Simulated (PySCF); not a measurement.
C3H8BFO.

```xyz
14

C      2.4142    -0.3247     0.1217
C      0.9468    -0.7257    -0.0089
B     -0.1067     0.4256     0.1168
F      0.2887     1.6545     0.4766
C     -1.6455     0.2276    -0.1524
O     -2.0374    -1.0652    -0.5922
H      2.7007     0.3928    -0.6634
H      2.6105     0.1652     1.0883
H      3.0901    -1.1904     0.0418
H      0.7397    -1.2530    -0.9607
H      0.6786    -1.4823     0.7599
H     -2.2313     0.5726     0.7315
H     -1.9350     0.9382    -0.9509
H     -1.7114    -1.7024     0.0553
```

The structure is a stationary point at r2SCAN-D4/def2-SVP. This is a generated structure with no PubChem entry under its InChIKey; it may be hypothetical. One conformer was computed; it need not be the lowest.

Calculation: PBE/pcSseg-1 in PySCF. Non-relativistic, no solvent.

### Question
Give the absolute GIAO shielding of each atom: isotropic value and principal components (ppm). (Estimate from the structure and the level; the computed values follow.)

### Answer

| atom | σ(iso) | σ11 | σ22 | σ33 | span |
|---|---|---|---|---|---|
| C1 | 172.9 | 168.0 | 168.8 | 181.8 | 13.7 |
| C2 | 163.9 | 135.8 | 175.9 | 179.9 | 44.2 |
| B3 | 31.0 | -44.0 | 57.5 | 79.6 | 123.6 |
| F4 | 178.4 | -7.2 | 62.1 | 480.2 | 487.5 |
| C5 | 116.4 | 89.4 | 100.4 | 159.5 | 70.1 |
| O6 | 320.5 | 281.7 | 299.2 | 380.5 | 98.8 |
| H7 | 30.3 | 26.2 | 28.2 | 36.4 | 10.2 |
| H8 | 30.1 | 26.0 | 28.4 | 36.0 | 9.9 |
| H9 | 30.2 | 25.4 | 28.3 | 37.0 | 11.6 |
| H10 | 29.5 | 24.4 | 29.8 | 34.2 | 9.8 |
| H11 | 30.3 | 25.3 | 30.5 | 35.0 | 9.7 |
| H12 | 27.4 | 22.7 | 27.2 | 32.2 | 9.5 |
| H13 | 27.6 | 23.9 | 27.2 | 31.8 | 8.0 |
| H14 | 32.0 | 24.1 | 29.7 | 42.3 | 18.2 |
